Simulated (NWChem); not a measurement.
System: CH₃BrOSn, singlet; SMILES C[O][Sn][Br]

Results from NWChem. Low-valent species are run as closed-shell singlets; no triplet was tried in these runs. Coordinates come from a PBE0/def2-SVP optimisation. Not confirmed as a minimum by frequencies. def2 effective core potentials on Sn; no spin-orbit coupling. One conformer.

Diagonal of the polarisability tensor at PBE0/def2-SVPD, static: 89.07, 96.41, 62.08 bohr³.

Q: Find the mean polarisability volume, the molar refraction, and the refractive index that an ideal gas of it would have at 273.15 K and 1 atm.

A: 
1. Mean: one third of the trace = 82.52 bohr³ × 0.14818 Å³/bohr³ = 12.23 Å³.
2. Molar refraction (Lorentz-Lorenz): (4π/3) N_A α = 30.8 cm³/mol.
3. Number density p/kT = 2.687 × 10⁻⁵ Å⁻³; n − 1 = 2π N α = 20.64 × 10⁻⁴.
4. These hold the electronic response alone: vibrational and orientational terms add to the static dielectric constant.
